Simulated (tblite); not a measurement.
Compound: C₅H₁₃F₃Si₂.
Atom-mapped SMILES: `[CH3:1][CH2:2][C@H:3]([SiH3:4])[CH2:5][SiH2:6][C:7]([F:8])([F:9])[F:10]` (hydrogens: H11, H12, H13 on C1; H14, H15 on C2; H16 on C3; H17, H18, H19 on Si4; H20, H21 on C5; H22, H23 on Si6)

Computed geometry: GFN2-xTB, gas phase.

Task: Give the optimised bond lengths and angles.

Result: 
```
                     bond  length (Å)
                    C1–C2       1.522
                    C2–C3       1.530
                   C3–Si4       1.914
                    C3–C5       1.537
                   C5–Si6       1.899
                   Si6–C7       1.951
     C7–F8, C7–F9, C7–F10       1.350
   C1–H11, C1–H12, C1–H13       1.088
                   C2–H14       1.093
                   C2–H15       1.095
                   C3–H16       1.096
Si4–H17, Si4–H18, Si4–H19       1.464
                   C5–H20       1.095
                   C5–H21       1.091
                  Si6–H22       1.462
                  Si6–H23       1.463
```

Bonds in one row agree within 0.01 Å and their mean is given. A selection of angles:
```
     angle  degrees
  C1–C2–C3    114.4
 C2–C3–Si4    113.2
  C2–C3–C5    113.0
 Si4–C3–C5    109.9
 C3–C5–Si6    116.4
 C5–Si6–C7    106.6
 Si6–C7–F8    113.7
Si6–C7–F10    112.1
  F8–C7–F9    105.8
```

Torsions: C1–C2–C3–Si4 63° (synclinal); C2–C3–C5–Si6 -56° (synclinal); C3–C5–Si6–C7 -51° (synclinal); C5–Si6–C7–F8 76° (synclinal).

Si4 (SiH3 silicon) is tetrahedral (angles from 108.2° to 110.6°). Si6 (SiH2 silicon) is distorted tetrahedral (angles from 103.6° to 117.5°). The C–Si distances run from 1.899 Å (C5–Si6, drawn single) to 1.951 Å (Si6–C7, drawn single), a spread of 0.052 Å. Of the pairs four or more bonds apart, Si6···H15 is among the closest relative to their van der Waals radii: 2.87 Å, 87 % of the sum of Bondi's values. All 3 C–F bonds measure 1.349 to 1.351 Å.

Point group: C1 (no symmetry element, even within 0.4 Å). Its GFN2-xTB frequencies are all real (lowest 26 cm⁻¹). The numbers are those of one conformer.
